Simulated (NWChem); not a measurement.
Species: C4H5N; SMILES C#C/C=N/C

Results from NWChem. Structure relaxed at the PBE0/def2-SVP level. Level: PBE0/def2-SVP with SMD (1 M gas to 1 M solution), gas-phase geometry.

Task: Estimate the computed values for solvent toluene. Quantities: solvation free energy (kcal/mol); cavity-dispersion-structure term (kcal/mol); dipole in solution (D).

Result: solvation free energy (kcal/mol): -3.7
cavity-dispersion-structure term (kcal/mol): -0.2
dipole in solution (D): 1.67
